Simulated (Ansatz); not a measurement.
Cost and result for the atomization energy of CH$_{4}$ClNOSi (`Cl[SiH]1NCO1`) (9 atoms, 9 bonds).

```xyz
9

Cl    0.922   -0.894   -2.412
Si    0.318   -0.959   -0.457
N    -0.972    0.066    0.004
C     0.007    0.853    0.760
O     1.163    0.015    0.584
H     0.280   -2.392   -0.117
H    -1.676    0.537   -0.537
H    -0.230    0.922    1.826
H     0.187    1.852    0.348
```

The species carries charge 0 and has multiplicity 1. The structure was optimised at the PBE0-D4/def2-TZVP level. Program: Ansatz. All runs use 4 threads of an Arm Neoverse V1 on a shared host. Times are those of one run each, without the atoms' runs, and a repeat can differ threefold. Electronic energies, without spin–orbit coupling; frozen cores. CCSD(T)/CBS adds CCSD(T) − MP2 in def2-TZVPP to the MP2 limit, and its time is that of the two runs behind it. T1 = 0.011. B3LYP takes the VWN-RPA correlation (the form of Gaussian; ORCA's B3LYP/G).

CCSD(T)/CBS is a level of theory with its own doubt, some kJ/mol a heavy atom from the limit and from the frozen cores, so smaller differences don't rank the functionals.

```csv
level,functions,wall time,atomization (kJ/mol),difference from CCSD(T)/CBS,per bond
PBE-D4/def2-TZVPP (with forces),233,2.2 s,3469.1,74.8,8.3
PBE0-D4/def2-TZVPP,233,2.7 s,3392.6,-1.7,-0.2
B3LYP-D4/def2-TZVPP (with forces),233,4 s,3374.6,-19.7,-2.2
r2SCAN-D4/def2-TZVPP (with forces),233,4.4 s,3393.6,-0.7,-0.1
B2PLYP/def2-TZVPP,233,4.8 s,3344.3,-50.0,-5.6
ωB97X-V/def2-TZVPP,233,7 s,3414.5,20.2,2.2
ωB97M-V/def2-TZVPP (with forces),233,11 s,3412.5,18.2,2.0
MP2/def2-QZVPP,431,17 s,3441.1,46.8,5.2
CCSD(T)/def2-TZVPP,233,100 s,3280.1,-114.2,-12.7
CCSD(T)/CBS(def2),–,120 s,3394.3,0.0,0.0
```

From PBE to PBE0 (25 % exact exchange), in def2-TZVPP and without D4, the atomization energy moves by −73.1 kJ/mol: exact exchange takes away binding that semilocal exchange gives to molecules. In def2-TZVPP, CCSD(T) changes the Hartree–Fock value by +933.0 kJ/mol (the triples alone add +62.2 kJ/mol) and MP2 by +1025.5 kJ/mol; breaking electron pairs costs correlation energy, which Hartree–Fock lacks. The D4 term adds +34.6 kJ/mol with B3LYP and +17.9 kJ/mol with PBE0; it sums over pairs of atoms, weighted by their polarisabilities, and B3LYP, whose exchange is more repulsive, gets the larger term.
